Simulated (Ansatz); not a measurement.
`N[Si@H]1O[Si@@H]1[SiH3]`. The species carries charge 0 and has multiplicity 1.

```xyz
12

N    -2.5804   -0.9111    0.2230
Si   -1.0787   -0.2335   -0.1139
O    -0.7522    1.1343    0.6834
Si    0.6592    0.4762    1.5007
Si    2.3121    0.7624   -0.2510
H    -3.0090   -0.8642    1.1322
H    -3.0195   -1.5769   -0.3895
H    -0.8004   -0.3163   -1.5574
H     0.1112   -1.0361    0.6149
H     3.3940   -0.2594   -0.1259
H     2.9506    2.0984   -0.0565
H     1.8131    0.7263   -1.6600
```

Q: Give the diagnostics of a CCSD(T)/def2-TZVPP run (frozen core, the Gaussian-basis code of Ansatz). (Estimate.)

A: The calculation gave: T1 = 0.0149, largest single amplitude 0.027, largest double 0.048, (T) share of the correlation energy 3.9 %, 10 CCSD cycles. The RHF solution is stable towards an unrestricted one. T1 lies under the customary mark of 0.02 for closed shells.
